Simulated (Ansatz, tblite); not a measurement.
Removing an electron: Ag(PH3)Cl (AgPH₃Cl). The state is a singlet with charge 0. Geometry: PBE0-D4/def2-TZVP. Ansatz, gas phase; energy differences of separate SCF runs; the oxidised species was run as a doublet alone.

```xyz
6

Ag   -0.805   -1.120    0.599
P     0.432    0.604   -0.320
H     0.826    1.679    0.501
H    -0.115    1.347   -1.384
H     1.685    0.314   -0.894
Cl   -2.022   -2.824    1.498
```

In the def2 sets Ag takes a core potential; there is no spin–orbit coupling. The xTB rows come from tblite. HOMO above LUMO, or a gap near zero within one spin, warns that the state may not be the lowest or that an electron is smeared out.

| level | −HOMO (eV) | vertical IE (eV) | −LUMO (eV) | HOMO–LUMO gap (eV) |
| --- | --- | --- | --- | --- |
| GFN1-xTB | 10.98 | 14.03 | 6.83 | 4.15 |
| GFN2-xTB | 10.21 | 13.39 | 6.91 | 3.30 |
| r2SCAN-D4/def2-TZVP | 6.13 | 9.41 | 1.59 | 4.54 |

(1) Estimate the rows for PBE-D4/def2-TZVP, PBE0-D4/def2-TZVP.

Results:

(1) 
```tsv
level	−HOMO (eV)	vertical IE (eV)	−LUMO (eV)	HOMO–LUMO gap (eV)	remarks
PBE-D4/def2-TZVP	5.88	9.35	1.81	4.08	gap within one spin near zero (+1 doublet)
PBE0-D4/def2-TZVP	7.08	9.41	1.01	6.07	–
```

Relaxing the oxidised species (PBE0-D4/def2-TZVP) changes its energy by -0.09 eV at PBE0-D4/def2-TZVP, so the adiabatic ionisation energy to this nearest minimum is 9.32 eV. At PBE-D4/def2-TZVP it is 9.21 eV.    Raw xTB energy differences between charge states are shifted by several eV; the methods need an empirical correction for them.
